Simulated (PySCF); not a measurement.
A run for PySCF: R-B3LYP/LANL2DZ on ClHSe (SMILES Cl[SeH]), a point of a bond scan (R = 4.380 Å).

```python
from pyscf import gto, scf, dft, mp
from pyscf.data.elements import chemcore

mol = gto.M(
    atom='''
    Se    0.51847628   -0.15738308    0.46539325
    H     1.50587856   -0.35828625   -0.61175328
    Cl   -2.76954356    0.82906672   -2.25499527
    ''',
    basis='lanl2dz',
    ecp={'Cl': 'lanl2dz', 'Se': 'lanl2dz'},
    charge=0, spin=0, verbose=3, max_memory=1800)
mf = dft.RKS(mol, xc='b3lyp')
mf.conv_tol = 1e-8
mf.max_cycle = 100
mf.kernel()
if not mf.converged:
    mf = mf.newton().run(mf.mo_coeff, mf.mo_occ)
```

**Question.** What total energy does the run end on?

**Answer.** -24.6409 hartree.
